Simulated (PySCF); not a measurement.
Al(F)(H)(SH) (AlFH2S), SMILES [F][AlH][SH].

The structure is a stationary point at ωB97X-D3(BJ)/def2-TZVP. Other conformers were not sampled.

Level of theory: TDDFT-B3LYP/def2-SVPD in PySCF 2.14.0.

Vertical excitations.  State labels are in the subgroup Cs.

Computed excitation energies, oscillator strengths and character:
```json
[
 {"state": "S1", "symmetry": "A'", "energy (eV)": "5.94", "λ (nm)": "209", "f": "0.056", "main pairs": "HOMO→LUMO 94 %"},
 {"state": "S2", "symmetry": "A\"", "energy (eV)": "6.10", "λ (nm)": "203", "f": "0.077", "main pairs": "HOMO→LUMO+1 98 %"},
 {"state": "S3", "symmetry": "A\"", "energy (eV)": "6.41", "λ (nm)": "193", "f": "0.009", "main pairs": "HOMO−1→LUMO 89 %"},
 {"state": "S4", "symmetry": "A\"", "energy (eV)": "6.49", "λ (nm)": "191", "f": "0.003", "main pairs": "HOMO→LUMO+2 87 %"},
 {"state": "S5", "symmetry": "A\"", "energy (eV)": "7.12", "λ (nm)": "174", "f": "0.010", "main pairs": "HOMO→LUMO+3 92 %"},
 {"state": "S6", "symmetry": "A'", "energy (eV)": "7.25", "λ (nm)": "171", "f": "0.130", "main pairs": "HOMO−1→LUMO+1 87 %"},
 {"state": "S7", "symmetry": "A'", "energy (eV)": "7.65", "λ (nm)": "162", "f": "0.027", "main pairs": "HOMO−1→LUMO+2 89 %"},
 {"state": "S8", "symmetry": "A\"", "energy (eV)": "8.07", "λ (nm)": "154", "f": "0.010", "main pairs": "HOMO→LUMO+4 90 %"},
 {"state": "S9", "symmetry": "A'", "energy (eV)": "8.24", "λ (nm)": "150", "f": "0.439", "main pairs": "HOMO−1→LUMO+3 84 %"},
 {"state": "S10", "symmetry": "A\"", "energy (eV)": "8.26", "λ (nm)": "150", "f": "0.001", "main pairs": "HOMO→LUMO+5 93 %"},
 {"state": "T1", "symmetry": "A'", "energy (eV)": "5.17", "λ (nm)": "240", "f": "0", "main pairs": "HOMO→LUMO 98 %"},
 {"state": "T2", "symmetry": "A\"", "energy (eV)": "5.73", "λ (nm)": "216", "f": "0", "main pairs": "HOMO→LUMO+1 92 %"},
 {"state": "T3", "symmetry": "A\"", "energy (eV)": "5.95", "λ (nm)": "208", "f": "0", "main pairs": "HOMO−1→LUMO 66 %, HOMO→LUMO+2 26 %"},
 {"state": "T4", "symmetry": "A\"", "energy (eV)": "6.10", "λ (nm)": "203", "f": "0", "main pairs": "HOMO→LUMO+2 61 %, HOMO−1→LUMO 27 %"}
]
```
Triplets are in the Tamm–Dancoff approximation, which puts them higher than full response would, so one can lie above its singlet here.
